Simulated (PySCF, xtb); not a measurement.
GeH7NOSi, SMILES [OH][GeH2][NH][SiH3].

GFN2-xTB (xtb) at its own geometry gives an orbital gap of 5.42 eV and a dipole moment of 1.20 D.

Coordinates come from a ωB97X-D3(BJ)/def2-SVP optimisation. The structure was generated by enumeration, and PubChem lists no compound with its InChIKey, so it may never have been made. One conformer was computed; it need not be the lowest.

Task: What does PBE/def2-TZVP run with PySCF give? (The exact figures need the calculation; the answer reports its results.)

Result: gap 5.41 eV (levels -6.19 and -0.78 eV), dipole 0.77 D.
